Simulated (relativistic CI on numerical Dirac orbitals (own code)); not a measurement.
How well does a small relativistic CI reproduce Cu3+?

Computed by Dirac-Coulomb-Breit CI, orbitals from a KLI potential per configuration, model QED, valence Slater integrals scaled by 0.85, configuration energies shifted to the measured levels that pair with them (semi-empirical) (own radial code, finite nucleus).

Configurations in the expansion (outside the closed core [Ne] 3s2): 3p⁶3d⁸, 3p⁶3d⁷4s, 3p⁶3d⁷4p, 3p⁶3d⁷4d, 3p⁶3d⁷5s, 3p⁶3d⁶4s², 3p⁶3d⁷5p, 3p⁶3d⁷4f, 3p⁵3d⁹, 3p⁶3d⁷5d, 3p⁶3d⁶4s4p, 3p⁶3d⁷5f, 3p⁶3d⁷5g, 3p⁶3d⁶4p², 3p⁶3d⁶4s4d. Levels of other configurations are missing.

| Configuration | Term (tabulated) | J | Measured (cm⁻¹) | Computed | Error | Purity (%) |
| --- | --- | --- | --- | --- | --- | --- |
| 3p⁶3d⁸ | 3F | 4 | 0.0 | 0 | 0 | 100 |
| 3p⁶3d⁸ | 3F | 3 | 1861.4 | 1799 | -62 | 100 |
| 3p⁶3d⁸ | 3F | 2 | 3077.6 | 2988 | -90 | 99 |
| 3p⁶3d⁸ | 1D | 2 | 16248.0 | 16853 | 605 | 80 |
| 3p⁶3d⁸ | 3P | 2 | 19696.6 | 20078 | 382 | 81 |
| 3p⁶3d⁸ | 3P | 1 | 20096.6 | 20437 | 341 | 100 |
| 3p⁶3d⁸ | 3P | 0 | 20422.6 | 20760 | 338 | 99 |
| 3p⁶3d⁸ | 1G | 4 | 26913.0 | 25923 | -990 | 100 |
| 3p⁶3d⁸ | 1S | 0 | 61456.4 | 61886 | 430 | 99 |
| 3p⁶3d⁷4s | 5F | 5 | 119632.4 | 120061 | 428 | 99 |
| 3p⁶3d⁷4s | 5F | 4 | 120918.7 | 121311 | 392 | 99 |
| 3p⁶3d⁷4s | 5F | 3 | 121929.8 | 122296 | 366 | 99 |
| 3p⁶3d⁷4s | 5F | 2 | 122663.8 | 123012 | 349 | 99 |
| 3p⁶3d⁷4s | 5F | 1 | 123139.8 | 123478 | 338 | 99 |
| 3p⁶3d⁷4s | 3F | 4 | 128343.3 | 128400 | 57 | 98 |
| 3p⁶3d⁷4s | 3F | 3 | 130060.3 | 130074 | 13 | 99 |
| 3p⁶3d⁷4s | 3F | 2 | 131218.6 | 131205 | -13 | 99 |
| 3p⁶3d⁷4s | 5P | 3 | 139695.3 | 140741 | 1046 | 99 |
| 3p⁶3d⁷4s | 5P | 2 | 140065.7 | 141151 | 1085 | 96 |
| 3p⁶3d⁷4s | 5P | 1 | 140715.0 | 141760 | 1045 | 97 |
| 3p⁶3d⁷4s | 3G | 5 | 144065.9 | 143326 | -740 | 97 |
| 3p⁶3d⁷4s | 3G | 4 | 144749.0 | 143990 | -759 | 93 |
| 3p⁶3d⁷4s | 3G | 3 | 145579.9 | 144813 | -767 | 100 |
| 3p⁶3d⁷4s | 3P † | 2 | 147736.6 | 150280 | 2543 | 84 |
| 3p⁶3d⁷4s | 3P † | 0 | 148233.8 | 152150 | 3917 | 100 |
| 3p⁶3d⁷4s | 1G | 4 | 148860.7 | 147949 | -912 | 88 |
| 3p⁶3d⁷4s | 3P † | 1 | 149667.2 | 151030 | 1363 | 84 |
| 3p⁶3d⁷4s | 3H | 6 | 151622.7 | 150026 | -1597 | 100 |
| 3p⁶3d⁷4s | 3D | 3 | 152231.7 | 152619 | 388 | 99 |
| 3p⁶3d⁷4s | 3H | 5 | 152301.7 | 150695 | -1606 | 95 |
| 3p⁶3d⁷4s | 3H | 4 | 153198.2 | 151611 | -1587 | 90 |
| 3p⁶3d⁷4s | 3D | 2 | 153375.7 | 153835 | 459 | 79 |
| 3p⁶3d⁷4s | 1H | 5 | 156458.7 | 154725 | -1734 | 96 |
| 3p⁶3d⁷4s | 1D | 2 | 157536.1 | 157752 | 216 | 88 |
| 3p⁶3d⁷4s | 3F | 2 | 170066.5 | 170026 | -40 | 99 |
| 3p⁶3d⁷4s | 3F | 3 | 170277.7 | 170230 | -48 | 99 |
| 3p⁶3d⁷4s | 3F | 4 | 170619.0 | 170559 | -60 | 99 |
| 3p⁶3d⁷4s | 1F | 3 | 174831.3 | 174435 | -396 | 99 |
| 3p⁶3d⁷4p | 5F° | 5 | 190527.7 | 190538 | 11 | 91 |
| 3p⁶3d⁷4p | 5F° | 3 | 191761.8 | 191808 | 46 | 71 |
| 3p⁶3d⁷4p | 5F° | 2 | 192741.0 | 192751 | 10 | 84 |
| 3p⁶3d⁷4p | 5D° | 4 | 192752.8 | 192736 | -16 | 57 |
| 3p⁶3d⁷4p | 5F° | 1 | 193434.4 | 193419 | -15 | 94 |
| 3p⁶3d⁷4p | 5G° | 6 | 193947.8 | 193689 | -258 | 99 |
| 3p⁶3d⁷4p | 5D° | 3 | 194132.4 | 194115 | -17 | 70 |
| 3p⁶3d⁷4p | 5G° | 5 | 194339.1 | 194178 | -161 | 79 |
| 3p⁶3d⁷4p | 5G° | 4 | 195054.9 | 194884 | -171 | 80 |
| 3p⁶3d⁷4p | 5D° | 2 | 195085.9 | 195076 | -10 | 78 |
| 3p⁶3d⁷4p | 5G° | 3 | 195544.1 | 195374 | -170 | 81 |
| 3p⁶3d⁷4p | 5D° | 1 | 195684.3 | 195700 | 16 | 95 |
| 3p⁶3d⁷4p | 5G° | 2 | 195827.0 | 195664 | -163 | 83 |
| 3p⁶3d⁷4p | 5D° | 0 | 195932.0 | 195960 | 28 | 99 |
| 3p⁶3d⁷4s | 3D | 2 | 197138.5 | 197011 | -128 | 99 |
| 3p⁶3d⁷4p | 3G° | 5 | 197325.0 | 197312 | -13 | 85 |
| 3p⁶3d⁷4s | 3D | 3 | 197659.5 | 197499 | -161 | 99 |
| 3p⁶3d⁷4p | 3F° | 4 | 198179.2 | 198290 | 111 | 91 |
| 3p⁶3d⁷4p | 3G° | 4 | 199202.3 | 199177 | -25 | 87 |
| 3p⁶3d⁷4p | 3F° | 3 | 199598.8 | 199673 | 74 | 87 |
| 3p⁶3d⁷4p | 3F° | 2 | 200720.0 | 200776 | 56 | 94 |
| 3p⁶3d⁷4p | 3D° | 3 | 201210.9 | 201381 | 170 | 91 |
| 3p⁶3d⁷4s | 1D | 2 | 201771.0 | 201306 | -465 | 98 |
| 3p⁶3d⁷4p | 3D° | 2 | 202360.6 | 202563 | 202 | 95 |
| 3p⁶3d⁷4p | 3D° | 1 | 203139.5 | 203341 | 202 | 98 |

Measured levels from Sugar and Musgrove, J. Phys. Chem. Ref. Data 19, 527 (1990); pairs were made by configuration, J and term (by order where the table uses no LS term), so strongly mixed levels may be paired wrongly.

Mean error by configuration (cm⁻¹): 3p⁶3d⁸ 119; 3p⁶3d⁷4s -167; 3p⁶3d⁷4p -4. Over the excited levels the mean absolute error is 379 cm⁻¹ (62 of the 66 excited levels that our extract of the source holds in range could be paired, and the others can miss by more), and the median relative error of those above 1,000 cm⁻¹ is 0.13 %, both after the shifts were fitted to these levels, so that a configuration with one level shows no error. † marks terms whose computed intervals miss the measured ones by more than a factor of 2.5, or configurations far off the rest, from wrong mixing, a near crossing or a doubtful label or measurement; they are left out of the means.

Configurations whose levels could be paired with our table of measured levels were shifted onto them, all but the ground configuration, by the median error of their levels; single terms can still be off by 1,000 to 2,000 cm⁻¹ or more, and rates follow the energies as ν³ (E1, M1) or ν⁵ (E2). The others borrow a shift and can be off by several thousand cm⁻¹ or more. The fine structure of a lone outer electron comes out too small, for d and f at times inverted, and misplaced configurations move strength between like terms. 62 of the 66 excited levels that our extract of the measured tables holds in this range could be paired (the sources list more); they are missed by 487 cm⁻¹ on average and 3917 at most, after the shifts were fitted to these levels, and levels without a partner can miss by more.

Shifts applied (cm⁻¹): 3p⁶3d⁸ 0; 3p⁶3d⁷4s 1955; 3p⁶3d⁷4p 2249.
